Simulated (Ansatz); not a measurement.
`O[Si]([SiH3])([SiH3])Cl` + `BS` → `BS[SiH3]` + `O[SiH]([SiH3])Cl` at 600 K and 1 bar (cleavage of the Si–Si bond).

Isolated molecules relaxed with PBE0-D4/def2-TZVP in Ansatz; ΔE leaves out vibrations. CCSD(T)/CBS is the MP2 limit (def2-TZVPP, def2-QZVPP) plus CCSD(T) − MP2 in def2-TZVPP, frozen cores. This one scheme is used for every species. One conformer a species, not always the lowest.

```csv
species,CCSD(T)/CBS energy (Eh),H − E (kJ/mol),S (J/(mol·K))
`O[Si]([SiH3])([SiH3])Cl`,-1406.48895,257.6,539.8
`BS`,-424.38198,108.7,286.1
`BS[SiH3]`,-714.68055,173.8,379.2
`O[SiH]([SiH3])Cl`,-1116.20942,191.6,443.1
```

H − E and S are ideal-gas, rigid-rotor, harmonic terms from PBE0-D4/def2-TZVP, for one conformer and one mirror image of each species. 1 Eh = 2625.50 kJ/mol, R = 8.31446 J/(mol·K).

Problem. By hand: ΔE, ΔH, ΔS and ΔG.

Solution. ΔE = (-714.68055) + (-1116.20942) − (-1406.48895) − (-424.38198) = -0.01904 Eh = -50.0 kJ/mol. Δ(H − E) = 173.8 + 191.6 − 257.6 − 108.7 = -0.9, so ΔH = -50.9 kJ/mol. ΔS = 379.2 + 443.1 − 539.8 − 286.1 = -3.6 J/(mol·K). ΔG = -50.9 − 600 × (-3.6)/1000 = -48.7 kJ/mol.

Problem. By hand: the equilibrium constant, and the temperature at which ΔG would vanish if ΔH and ΔS stayed fixed.

Solution. log₁₀ K = −ΔG/(RT ln 10) = 4.2. ΔG = 0 at ΔH/ΔS = 14139 K, far beyond where these terms or the molecules hold.

The number of gas molecules stays the same, so ΔS is small and ΔH decides. A doubt of 5 kJ/mol in ΔE shifts log₁₀ K by 0.4 here. Other conformers and mirror images would add mixing entropy, several J/(mol·K) or more a flexible species. These are equilibria of isolated gas molecules and say nothing of rates. Largest T1 diagnostic: 0.015 (customary marks: 0.02 for closed shells, 0.045 for open ones).
